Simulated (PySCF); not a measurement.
# How methods differ on the excitation energy of Xe

Xe [Xe] (1S) → Xe [Kr] 4d10 5s2 5p5 6s1 (3P), as a difference of total energies. All numbers are calculated (PySCF 2.14, scalar relativity by spin-free X2C-1e, in aug-cc-pVQZ-DK3). Correlated levels: valence: [Kr] 4d10 frozen. The calculations carry no spin-orbit coupling.

```tsv
method	excitation energy (eV)
UHF	8.185
MP2 (valence)	8.741
SCS-MP2 (valence)	8.785
CCSD (valence)	8.674
CCSD(T) (valence)	8.681
```

Q: How much does correlation contribute at CCSD(T) (valence)?

A: 8.681 − (8.185) = 0.496 eV, measured against UHF.

A first-order spin-orbit estimate (lowest level to lowest level, LS coupling) adds -0.403 eV.

The promoted electron is Rydberg-like, and one or two diffuse shells describe it only roughly, which tends to raise the upper state.
